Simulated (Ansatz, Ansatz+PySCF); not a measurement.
```xyz
2

H     0.0106    0.0430   -0.3573
H    -0.0281   -0.0006    0.3391
```

Basis set: def2-SVP (spherical functions). All electrons are correlated. Charge 0, multiplicity 1.

Computed with Ansatz (development build ahead of 0.2.0); each method stands on the lowest determinant of its kind that the runs found. Restricted open shells among the atoms or ions are ROHF, correlated in semicanonical orbitals with singles. Restricted functionals stand beside restricted open-shell atoms, which can lie above the unrestricted atoms usual in DFT and then raise those values.

The atomization energy at this shape (free ground-state atoms in the same class of orbitals less the molecule, no zero-point energy) of singlet H2:

| method | atomization energy |
| --- | --- |
| ωB97X (restricted) | 4.44 eV |
| r²SCAN (restricted) | 4.50 eV |
| PBE0 (restricted) | 4.36 eV |
| RHF-CCSD(T) | 4.42 eV |
| PBE (unrestricted) | 4.35 eV |
| UHF-MP2 | 4.20 eV |

What does RHF give?

3.50 eV.
